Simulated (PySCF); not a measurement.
Electron correlation in F⁻ (fluorine, charge -1)

Starting occupation: [Ne]. Computed with PySCF 2.14 in x2c-TZVPPall-2c with one added diffuse shell each of s, p, d type (6s4p3d1f, 40 functions), with X2C-1e with screened-nucleus spin-orbit coupling, Gaussian nucleus. Frozen: nothing; 10 electrons correlated.

MP2 pair energies summed by pair of shells (mhartree):

| pair | energy | share (%) |
| --- | --- | --- |
| 2p1/2-2p3/2 | -97.08 | 31.6 |
| 2p3/2-2p3/2 | -88.19 | 28.7 |
| 2p3/2-2s1/2 | -48.56 | 15.8 |
| 2p1/2-2s1/2 | -24.29 | 7.9 |
| 2p1/2-2p1/2 | -19.80 | 6.4 |
| 1s1/2-1s1/2 | -12.17 | 4.0 |
| 2s1/2-2s1/2 | -10.07 | 3.3 |
| 1s1/2-2p3/2 | -3.26 | 1.1 |
| 1s1/2-2s1/2 | -1.98 | 0.6 |
| 1s1/2-2p1/2 | -1.64 | 0.5 |

Total MP2 correlation energy: -307.03 mhartree.

```json
{"level": "CCSD", "correlation energy (mhartree)": "-301.59"}
{"level": "(T)", "correlation energy (mhartree)": "-9.67"}
{"level": "CCSD(T)", "correlation energy (mhartree)": "-311.26"}
```

Diagnostics: T1 = 0.019, largest double amplitude 0.029.

Cost of the coupled-cluster step: 50 s of wall time on 4 threads of Neoverse-V1 (shared host), for 10 occupied and 70 virtual spinors.

This basis was not built for core-valence correlation, so the inner-shell part is incomplete.
